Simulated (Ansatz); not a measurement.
`CC(C)=N` and `C[Te]C(C)=N` differ in one atom or group.

Ansatz, PBE0-D4/def2-TZVP geometries, multiplicity 1. Each molecule was computed in one conformer, which needn't be the lowest.

Elements past krypton have def2 core potentials.

```tsv
property	`CC(C)=N`
size of the dipole moment (B3LYP/def2-TZVPP) / D	2.44
HOMO–LUMO gap (ωB97M-V/def2-TZVPP) / eV	12.22
HOMO energy (PBE/def2-TZVPP) / eV	-5.85
HOMO–LUMO gap (PBE0/def2-TZVPP) / eV	7.63
HOMO energy (PBE0/def2-TZVPP) / eV	-7.39
HOMO energy (B3LYP/def2-TZVPP) / eV	-7.16
```

Problem. What does the change do to each property? (Estimate.)

Solution. Ansatz gave: 
```
                                        property  `C[Te]C(C)=N`  shift
size of the dipole moment (B3LYP/def2-TZVPP) / D           2.39  -0.05
         HOMO–LUMO gap (ωB97M-V/def2-TZVPP) / eV           9.21  -3.01
               HOMO energy (PBE/def2-TZVPP) / eV          -5.08   0.77
            HOMO–LUMO gap (PBE0/def2-TZVPP) / eV           5.38  -2.25
              HOMO energy (PBE0/def2-TZVPP) / eV          -6.10   1.29
             HOMO energy (B3LYP/def2-TZVPP) / eV          -5.90   1.26
```

With PBE0 the HOMO rises by 1.29 eV and the LUMO falls by 0.95 eV, so the gap narrows by about 2.24 eV. PBE moves the HOMO by 0.77 eV and ωB97M-V by 1.63 eV. Dipoles are sizes alone; their direction can turn.

B3LYP here is the variant with VWN-RPA as its local correlation; programs differ in this.

Spin–orbit coupling is left out; it splits and shifts lone-pair levels of the heavy atoms by tenths of an eV.
